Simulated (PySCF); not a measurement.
Spinor energies of Hf⁵³⁺ (hafnium, charge +53)

Start: [Ar] 3d1; 3d3/2 filled at m_j = +3/2. Calculated with PySCF 2.14 in an even-tempered Gaussian basis (15 s from 15 bohr⁻², ratio 2.8; 12 p from 19 bohr⁻², ratio 2.8; 8 d from 19 bohr⁻², ratio 2.8; 3 f from 58 bohr⁻², ratio 3): generalised Hartree-Fock with the X2C-1e Hamiltonian and a Gaussian nucleus; one run each with spin-orbit coupling (SO) switched off, then screened by Boettger's factors.

```tsv
spinor shell	electrons	ε, spin-free (eV)	ε, screened SO (eV)	weight of nominal j (screened SO)	rms radius, screened SO (bohr)
1s1/2	2	-69374.1	-69355.2	1.000	0.0215
2s1/2	2	-14945.0	-14938.5	1.000	0.0860
2p1/2	2	-13575.2	-14439.8	1.000	0.0732
2p3/2	4	-13575.2	-13218.4	1.000	0.0801
3s1/2	2	-5738.1	-5736.1	1.000	0.212
3p1/2	2	-5316.4	-5538.3	1.000	0.201
3p3/2	4	-5316.4	-5223.2	1.000	0.214
3d3/2	1	-4943.7	-4984.3	1.000	0.182
```

```json
{"quantity": "E (hartree)", "spin-free": "-12336.59568", "screened SO": "-12353.52767"}
{"quantity": "M_J", "spin-free": "3/2", "screened SO": "3/2"}
{"quantity": "⟨J²⟩", "spin-free": "3.954", "screened SO": "3.750"}
{"quantity": "⟨L²⟩", "spin-free": "6.000", "screened SO": "6.050"}
{"quantity": "⟨S²⟩", "spin-free": "0.750", "screened SO": "0.800"}
```

Each row is a mean over spinors that exchange with the open shell spreads, by up to 24.666 eV (3p1/2).

Breit and QED terms are absent; they matter most for the inner s and p1/2 levels.

Densities and radii are taken from the X2C orbitals without a picture-change correction, which distorts them close to the nucleus.

Without spin-orbit coupling the j labels of p, d and f shells carry no meaning; the spin-free column gives the mean over the occupied spinors of each nl shell, and its ⟨J²⟩ belongs to a mixture of degenerate components.
